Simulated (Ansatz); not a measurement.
C2H7ClF2MoO3 (`C[O][Mo]([OH])([F])([F])([Cl])[O]C`), 16 atoms. Total charge 0; spin multiplicity 1. Correlated methods include outer-core shells of Mo, which these sets cover unevenly. Mo takes the def2 core potential. Hardware: A = 4 threads of an AMD EPYC 7R13 on a shared host and a share of an NVIDIA H100 80 GB; B = 4 threads of an AMD EPYC 7R13 on a shared host. Correlated methods freeze the cores.

Problem. How many basis functions does each run have, and how long does it take in Ansatz? RKS ωB97M-V/def2-TZVPP energy and forces [A]; RHF-CCSD(T)/def2-TZVPP energy [A]; RKS r2SCAN0-D4/def2-TZVPP energy [A]; RKS PBE0-D4/def2-TZVP relaxation (13 steps) [A]; RKS ωB97M-V/def2-QZVPP energy [A]; RHF-CCSD(T)/def2-SVP energy [A]; RKS PBE0-D4/def2-SVP energy [B]; RKS PBE-D4/def2-TZVPP energy and forces [A]; RKS ωB97M-V/def2-SVP energy [B]; RKS PBE0-D4/def2-TZVP frequencies [A]; RKS LC-ωPBE/def2-TZVPP energy [A]; RHF-MP2/def2-QZVPP energy [A]. (Estimate.)

Solution. The calculation gave: Other jobs shared the machine, so times are rough.

```tsv
level	job	functions	wall time	peak host memory (GiB)
RKS r2SCAN0-D4/def2-TZVPP	energy [A]	413	2.7 s	0.96
RKS LC-ωPBE/def2-TZVPP	energy [A]	413	2.8 s	0.94
RKS PBE-D4/def2-TZVPP	energy and forces [A]	413	3 s	0.93
RKS PBE0-D4/def2-SVP	energy [B]	182	4.1 s	0.81
RKS ωB97M-V/def2-TZVPP	energy and forces [A]	413	4.5 s	1.1
RHF-CCSD(T)/def2-SVP	energy [A]	182	4.6 s	1
RHF-MP2/def2-QZVPP	energy [A]	760	4.9 s	1.4
RKS ωB97M-V/def2-QZVPP	energy [A]	760	7.5 s	1.4
RKS ωB97M-V/def2-SVP	energy [B]	182	13 s	1
RKS PBE0-D4/def2-TZVP	relaxation (13 steps) [A]	336	25 s	0.99
RHF-CCSD(T)/def2-TZVPP	energy [A]	413	46 s	2.6
RKS PBE0-D4/def2-TZVP	frequencies [A]	336	2.6 min	1
```

LC-ωPBE has ω = 0.4 bohr⁻¹.
